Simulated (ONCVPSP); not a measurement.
**C, ONCV: configuration errors across variants**

```json
{
 "Element": "C",
 "Generator": "ONCVPSP 4.0.1",
 "Type": "optimised norm-conserving Vanderbilt (ONCV)",
 "Functional": "LDA (Perdew-Zunger)",
 "Relativity": "scalar-relativistic",
 "Frozen core": "[He]",
 "Valence charge": "4",
 "Reference configuration": "2s2 2p1 (charge +1)",
 "Partial waves": "2s: rc 1.25 bohr, ncon 5, nbas 8, qcut 6.2 1/bohr, 1 projector; 2p: rc 1.10 bohr, ncon 3, nbas 7, qcut 8.6 1/bohr, local; d scattering state at 0.4 Ha: rc 1.10 bohr, ncon 4, nbas 8, qcut 7.4 1/bohr, 3 projectors, debl 1.7 Ha",
 "Local potential": "the p channel",
 "Core correction": "polynomial model core, fcfact 0.7"
}
```

All-electron excitation energies from the reference (eV): (1) 2s2 2p2 -10.988; (2) 2s2 2p0 24.259; (3) 2s1 2p0 72.229; (4) 2s2 2p1.5 -6.959.

1 further variants failed, have other tests or too few solved ones, and are left out.

A true bound ghost makes a file unfit for plane-wave use even where its test errors are small: the radial tests pick states by their node count and pass the ghost by.

Errors AE − PS in meV (a dash: test not solved or not reliable):

| change | (1) | (2) | (3) | (4) | bound ghosts | GHOST(+) flags above zero |
| --- | --- | --- | --- | --- | --- | --- |
| base | +2.1 | +14 | +87 | +1.2 | none | d |
| d: debl 0.9 | +2.1 | +14 | +87 | +1.2 | none | d |
| s: rc 1.76 | +8.1 | +34 | +67 | +3.3 | none | d |
| all radii but the core radius scaled by about 1.18 (s 1.48, p 1.30, d 1.30 bohr) | +4.7 | +31 | +102 | +2.2 | none | none |
| p: qcut 9 | +1.9 | +13 | +84 | +1.1 | none | d |

Problem. Give the same row for: p: nproj 1; local potential polynomial inside 0.90 bohr (lpopt 5, dvloc0 1 Ha).

Solution. +3.8, +15, +89, +1.8; bound ghosts: d; GHOST(+) flags above zero: none.
